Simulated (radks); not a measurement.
Q: The mean radii <r> (bohr) of the occupied orbitals of an atom or ion are listed with their occupations. Calculated with a radial shooting solver on a logarithmic mesh with Libxc functionals: scalar-relativistic Kohn-Sham, PBEsol, spin-polarised, spherical densities, finite nucleus; Fermi nuclear charge, rms radius of each element as measured or else 0.836 A^(1/3) + 0.57 fm.

orbital  occ.      <r>
1s down     1  0.01804
1s up       1  0.01804
2s up       1  0.07625
2s down     1  0.07625
2p up       3  0.06836
2p down     3  0.06836
3s up       1   0.1973
3s down     1   0.1971
3p up       3   0.1977
3p down     3   0.1974
3d up       5   0.1790
3d down     5   0.1787
4s up       1   0.4272
4s down     1   0.4277
4p up       3   0.4482
4p down     3   0.4490
4d up       5   0.4626
4d down     5   0.4638
4f up       6   0.4594

Name the element and its charge. Open shells, if any, are filled with parallel spins first.

A: Z = 75, rhenium, charge +23: Re23+ in [Kr] 4d10 4f6. The 1s radius gives Z: for a bare nucleus <r> = (2 gamma + 1)/(2Z) with gamma = sqrt(1 - (Z/c)^2), 0.01783 bohr for Z = 75, and screening makes it slightly larger (0.01804 here). The occupations add up to 52, and the charge is Z minus that.
